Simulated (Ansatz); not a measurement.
Start from `[SiH3][O][AlH][SiH3]` and change one element to get `[SiH3][AlH][S][SiH3]`.

Ansatz, PBE0-D4/def2-TZVP geometries, multiplicity 1. Each molecule was computed in one conformer, which needn't be the lowest.

| property | `[SiH3][O][AlH][SiH3]` |
| --- | --- |
| HOMO–LUMO gap (PBE/def2-TZVPP) / eV | 4.06 |
| size of the dipole moment (PBE/def2-TZVPP) / D | 0.30 |
| HOMO–LUMO gap (ωB97M-V/def2-TZVPP) / eV | 9.61 |
| HOMO energy (PBE/def2-TZVPP) / eV | -6.44 |
| HOMO energy (B3LYP/def2-TZVPP) / eV | -7.38 |
| LUMO energy (ωB97M-V/def2-TZVPP) / eV | 0.02 |

(1) What does the change do to each property? (Estimate.)

Results:

(1) Ansatz gave: 
```tsv
property	`[SiH3][AlH][S][SiH3]`	shift
HOMO–LUMO gap (PBE/def2-TZVPP) / eV	3.95	-0.11
size of the dipole moment (PBE/def2-TZVPP) / D	0.69	0.39
HOMO–LUMO gap (ωB97M-V/def2-TZVPP) / eV	9.39	-0.22
HOMO energy (PBE/def2-TZVPP) / eV	-6.62	-0.18
HOMO energy (B3LYP/def2-TZVPP) / eV	-7.49	-0.11
LUMO energy (ωB97M-V/def2-TZVPP) / eV	-0.27	-0.29
```

With PBE0 the HOMO falls by 0.12 eV and the LUMO falls by 0.31 eV, so the gap narrows by about 0.19 eV. PBE moves the HOMO by -0.18 eV and ωB97M-V by -0.08 eV. Dipoles are sizes alone; their direction can turn.

B3LYP here is the variant with VWN-RPA as its local correlation; programs differ in this.
